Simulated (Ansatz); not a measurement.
A nudged elastic band was laid between two geometries of CH4Zn + ClH (8 atoms, charge 0, multiplicity 1).

Level of theory: RKS PBE0-D4/def2-SVP in Ansatz 0.2.0.

```yaml
movable_images: 7
climbing_image: yes
spring: 5.0 eV/Å²
optimiser: quadratic models (default)
start_path: through a guess of the saddle point
force_threshold: 0.05 eV/Å
iteration_limit: 60
end_points: relaxed
```

Initial state:

```xyz
8
Properties=species:S:1:pos:R:3
Zn 0.133 0.618 -0.498
H -0.659 1.778 -1.200
C 1.217 -0.772 0.311
H -2.205 1.206 -0.418
Cl -2.793 0.346 0.370
H 2.036 -0.347 0.915
H 1.670 -1.427 -0.451
H 0.601 -1.401 0.973
```

Final state:

```xyz
8
Properties=species:S:1:pos:R:3
Zn -0.743 -0.423 0.476
H -0.761 2.214 -1.482
C 1.133 -0.867 0.400
H -1.353 1.895 -1.120
Cl -2.812 0.047 0.573
H 1.748 -0.009 0.712
H 1.426 -1.144 -0.624
H 1.362 -1.714 1.065
```

What changes between the two ends?

Bonds broken: Zn1–H2, H4–Cl5. Bonds formed: Zn1–Cl5, H2–H4. CH4Zn + ClH becomes CH3ClZn + H2.

Give the energies along the band, and the barrier.

It converged. The highest image is number 2 of 0 to 8, 0.171 eV above the first end and 1.337 eV above the last; the last end lies 1.166 eV below the first. A vibrational analysis at the climbing image gives 2 clearly imaginary modes (621i, 41i cm⁻¹): a point of higher order, so a lower path passes nearby. The orbitals stay closed-shell, which can raise the energy where a bond breaks towards radicals; this wasn't checked here.

| image | path coordinate (Å) | energy (eV) | Zn1–H2 (Å) | H4–Cl5 (Å) | Zn1–Cl5 (Å) |
| --- | --- | --- | --- | --- | --- |
| 0 | 0.00 | 0.000 | 1.57 | 1.31 | 3.06 |
| 1 | 0.38 | 0.046 | 1.59 | 1.34 | 2.84 |
| 2 | 0.76 | 0.171 | 1.68 | 1.51 | 2.55 |
| 3 | 1.10 | -0.128 | 1.83 | 1.81 | 2.37 |
| 4 | 1.45 | -0.619 | 2.06 | 2.10 | 2.22 |
| 5 | 1.80 | -0.912 | 2.33 | 2.35 | 2.16 |
| 6 | 2.14 | -1.066 | 2.61 | 2.54 | 2.14 |
| 7 | 2.49 | -1.144 | 2.92 | 2.70 | 2.13 |
| 8 | 2.83 | -1.166 | 3.28 | 2.90 | 2.12 |

What is the geometry of the highest image?


```xyz
8
Properties=species:S:1:pos:R:3
Zn -0.186 0.434 -0.283
H -0.886 1.724 -1.094
C 1.188 -0.789 0.331
H -1.820 1.316 -0.587
Cl -2.676 0.415 0.270
H 2.000 -0.244 0.836
H 1.623 -1.345 -0.513
H 0.758 -1.512 1.040
```

The run took 2.1 min on 2 threads of Arm Neoverse V1 (shared host), peak memory 0.18 GiB.
